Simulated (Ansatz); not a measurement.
CH6BBrOSi, SMILES `BOC([SiH3])Br`, 11 atoms. The species carries charge 0 and has multiplicity 1. Correlated methods include outer-core shells of Br, which these sets cover unevenly. Scalar relativity is left out up to krypton. All runs use 4 threads of an Arm Neoverse V2 on a shared host. Correlated methods freeze the cores.

Question: How many basis functions does each run have, and how long does it take in Ansatz? RKS PBE0-D4/def2-SVP energy; RHF-CCSD(T)/def2-SVP energy; RKS CAM-B3LYP-D4/def2-TZVPP energy; RKS PBE0-D4/def2-TZVP relaxation (25 steps); RKS ωB97M-V/def2-QZVPP energy; RKS BLYP-D4/def2-TZVPP energy; RKS ωB97X-V/def2-TZVPP energy; RHF-MP2/def2-QZVPP energy; RHF-CCSD(T)/def2-TZVPP energy; RKS LC-ωPBE/def2-TZVPP energy; direct RPA on PBE orbitals/def2-TZVPP energy; RKS ωB97M-V/def2-SVP energy. (Best estimate.)

Answer: Ansatz gave: Other jobs shared the machine, so times are rough.

```
                                level                    job  functions  wall time  peak host memory (GiB)
                 RKS PBE0-D4/def2-SVP                 energy        122      1.3 s                    0.48
               RKS BLYP-D4/def2-TZVPP                 energy        267      2.4 s                    0.39
               RKS LC-ωPBE/def2-TZVPP                 energy        267      3.1 s                    0.59
          RKS CAM-B3LYP-D4/def2-TZVPP                 energy        267      4.1 s                    0.95
                 RKS ωB97M-V/def2-SVP                 energy        122      5.5 s                    0.48
direct RPA on PBE orbitals/def2-TZVPP                 energy        267        6 s                    0.71
               RKS ωB97X-V/def2-TZVPP                 energy        267        9 s                       1
                 RHF-CCSD(T)/def2-SVP                 energy        122      9.5 s                     0.7
               RKS ωB97M-V/def2-QZVPP                 energy        510       23 s                     2.8
                   RHF-MP2/def2-QZVPP                 energy        510       26 s                     3.7
                RKS PBE0-D4/def2-TZVP  relaxation (25 steps)        214      100 s                     0.7
               RHF-CCSD(T)/def2-TZVPP                 energy        267    4.4 min                     6.8
```

LC-ωPBE has ω = 0.4 bohr⁻¹.
